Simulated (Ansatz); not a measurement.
Ansatz results at the PBE0-D4/def2-TZVP geometry: HOMO–LUMO gap (ωB97M-V/def2-TZVPP) 9.86 eV; HOMO–LUMO gap (PBE/def2-TZVPP) 4.47 eV; HOMO energy (ωB97M-V/def2-TZVPP) -9.04 eV.

Problem. Which molecule gave them?
A. `C[SiH]1[SiH2]O[SiH2]1`
B. `FC[O][ZnH]`
C. `FC(Cl)[TeH]`
D. `C=C(O)C#N`

Solution. A. The others give `FC[O][ZnH]`: 11.19, 5.22, -10.16; `C=C(O)C#N`: 10.65, 4.18, -9.86; `FC(Cl)[TeH]`: 9.19, 3.27, -8.82.
